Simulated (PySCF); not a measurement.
Correlation energy of Ni (nickel, neutral)

[Ar] 3d10, closed-shell 1S (an excited configuration). Calculation: PySCF 2.14, in x2c-TZVPPall; scalar relativity by spin-free X2C-1e. Frozen: [Ne]; 18 electrons correlated.

MP2 pair energies summed by pair of shells (mhartree):

```csv
pair,energy,share (%)
3d-3d,-549.34,58.7
3p-3d,-247.47,26.5
3s-3d,-54.39,5.8
3p-3p,-53.96,5.8
3s-3p,-26.11,2.8
3s-3s,-4.11,0.4
```

Total MP2 correlation energy: -935.38 mhartree.

Same-spin part -324.77 and opposite-spin part -610.61 mhartree; SCS-MP2 scales them by 1/3 and 6/5 to -840.98 mhartree.

This basis was not built for core-valence correlation, so the inner-shell part is incomplete.
